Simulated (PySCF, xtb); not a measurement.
FGeH7Si2, SMILES [SiH2]([SiH2]F)[GeH3].

GFN2-xTB run with xtb 6.7.1 at its own geometry gives an orbital gap of 4.12 eV and a dipole moment of 0.42 D.

Geometry optimised at r2SCAN-D4/def2-SVP. The structure was generated by enumeration, and PubChem lists no compound with its InChIKey, so it may never have been made. One conformer was computed; it need not be the lowest.

Problem. What does PBE/def2-TZVP (PySCF) give? (An estimate is asked for; the answer gives what the named calculation found.)

Solution. gap 5.21 eV (levels -6.99 and -1.78 eV), dipole 1.33 D.
